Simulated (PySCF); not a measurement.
PySCF input for MnO, SMILES [O]=[Mn] (connectivity only; charge and spin as stated), neutral, multiplicity 6, PBE0-D3(BJ)/def2-TZVPD. Geometry optimised at PBE0-D3(BJ)/def2-TZVPD. The spin state was assumed, not searched.

```python
import numpy as np
from pyscf import gto, scf, dft, df
from pyscf.hessian import thermo

mol = gto.M(
    atom='''
    Mn    0.00000000    0.00000000   -0.39449103
    O     0.00000000    0.00000000    1.23278445
    ''',
    basis='def2-TZVPD',
    charge=0,
    spin=5,
    max_memory=1600,
    verbose=3,
)
mf = dft.UKS(mol, xc='pbe0').density_fit(auxbasis='def2-universal-jkfit')
mf.disp = 'd3bj'
mf.grids.level = 3
mf.conv_tol = 1e-11
mf.max_cycle = 100
mf.kernel()
fine, coarse = mf.grids, dft.Grids(mol).set(level=1).build(with_non0tab=True)
for _ in range(3):  # follow internal instabilities
    mf.grids = coarse
    mo, _, stable, _ = mf.stability(return_status=True, nroots=4)
    mf.grids = fine
    if stable:
        break
    mf.kernel(mf.make_rdm1(mo, mf.mo_occ))

# [left out here: the lines that compute and print the analytic Hessian (its translational invariance restored by hand, since the grid's response is missing), thermochemistry and intensities]
```

Output:

```

WARN: HOMO 0.0992300169333523 >= LUMO 0.00422700861054182


WARN: HOMO -1.42760404451573 >= LUMO -3.8772358177354


WARN: HOMO -0.870955893804519 >= LUMO -1.81751087654327


WARN: HOMO -0.774163835777464 >= LUMO -1.35017252655141


WARN: HOMO -0.694097534321339 >= LUMO -1.02585356701


WARN: HOMO -0.517109437752036 >= LUMO -0.759271932834629


WARN: HOMO -0.596332638390216 >= LUMO -0.632781571960558


WARN: HOMO -0.525143872077092 >= LUMO -0.556822475297809

converged SCF energy = -1225.92877694767  <S^2> = 8.8596559  2S+1 = 6.0364413
<class 'pyscf.df.df_jk.DFUKS'> wavefunction is stable in the internal stability analysis

WARN: DFTD3 does not support analytical Hessian, using finite difference


WARN: Mole.unit (angstrom) is changed to Bohr

Mode                                 0
Irrep
Freq [cm^-1]                      865.9472
Reduced mass [au]                  19.0432
Force const [Dyne/A]                8.4134
Char temp [K]                    1245.9052
Normal mode                   x     y     z
       0  Mn                 0.00  0.00  0.06
       1   O                -0.00  0.00 -0.22
temperature 298.1500 [K]
pressure 101325.00 [Pa]
Rotational constants [GHz] inf 15.40289 15.40289
Symmetry number 1
Zero-point energy (ZPE) 0.00197 [Eh]   5179.515 [J/mol]
                           tot       elec      trans        rot        vib
Entropy [J/mol/K]       235.663     14.898    161.898     58.199      0.669
Cv [J/mol/K]             23.080      0.000     12.472      8.314      2.294
Cp [J/mol/K]             31.394      0.000     20.786      8.314      2.294
Internal energy [J/mol]                      3718.434   2478.956   5340.653
Internal energy [Eh]   -1225.92438  -1225.92878
Enthalpy [J/mol]                             6197.391   2478.956   5340.653
Enthalpy [Eh]          -1225.92344
Gibbs free energy [J/mol]                  -42072.373 -14873.126   5141.250
Gibbs free energy [Eh] -1225.95020
mode   freq/cm-1   IR/(km/mol)
   1      865.95       143.219
max |gradient| / (hartree/bohr): 2.9001012059503477e-05
APT charges: [ 0.8818 -0.8818]
```

The calculation finished and met its thresholds.

Cost: about 18 core-seconds (a rough figure).
